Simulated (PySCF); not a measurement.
Ru²⁷⁺: ionisation energy

Ru²⁷⁺ [Ne] 3s2 3p5 (2P) → Ru²⁸⁺ [Ne] 3s2 3p4 (3P), as a difference of total energies. Computed with PySCF 2.14 in an even-tempered Gaussian basis (18 s from 3.4 bohr⁻², ratio 2.5; 12 p from 4.4 bohr⁻², ratio 2.5; 5 d from 21 bohr⁻², ratio 2.7; 4 f from 32 bohr⁻², ratio 2.7), with scalar relativity by spin-free X2C-1e. Correlated levels: outer shells: 1s2 frozen; virtual orbitals above 40 to 60 times the deepest correlated orbital energy dropped. The calculations carry no spin-orbit coupling.

```csv
method,ionisation energy (eV)
UHF,1517.8
LDA,1519.9
PBE,1520.0
PBE0,1520.0
r2SCAN,1520.2
r2SCAN0,1520.1
M06-L,1519.7
MP2 (outer shells),1518.8
SCS-MP2 (outer shells),1518.7
```

Spin-orbit coupling is strong in these open shells (close to jj coupling). The scalar numbers leave it out and a first-order estimate fails, so it can dominate the gap to the real levels.

Breit and QED terms and the two-electron picture change are absent.

For comparison: 1506.7 ± 1.6 eV (semi-empirical (NIST evaluation); NIST Atomic Spectra Database, ionization energies).
